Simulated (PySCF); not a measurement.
AlClFHS. Atoms are numbered in the order given.

```xyz
5

Al    -0.3480    -0.0315     0.0000
Cl     0.6690    -1.8528     0.0000
F     -2.0074    -0.0274     0.0000
S      0.7272     1.8486     0.0000
H     -0.4164     2.5764     0.0000
```

The structure is a stationary point at B3LYP-D3(BJ)/def2-SVP. One conformer was computed; it need not be the lowest.

Calculation: B3LYP-D3(BJ)/def2-SVP (PySCF).

Frequencies are harmonic and unscaled.

Computed vibrational spectrum:
```tsv
mode	ν (cm⁻¹)	IR (km/mol)	Raman (Å⁴/amu)	depolarisation	moving atoms (share of kinetic energy)
1	133	4.8	1.6	0.73	S 33 %, Cl 32 %, Al 18 %, F 14 %
2	199	25.5	1.3	0.74	F 60 %, Cl 16 %, S 15 %
3	220	28.6	1.6	0.75	Al 69 %, F 12 %, H 9 %
4	258	39.0	2.8	0.75	H 87 %
5	416	4.0	14.9	0.13	S 35 %, Cl 33 %, F 17 %, Al 11 %
6	618	185.8	2.1	0.67	Al 66 %, Cl 18 %, S 15 %
7	663	1.1	6.8	0.73	H 88 %
8	895	110.2	0.2	0.24	F 50 %, Al 48 %
9	2662	0.4	147.5	0.29	H 97 %
```
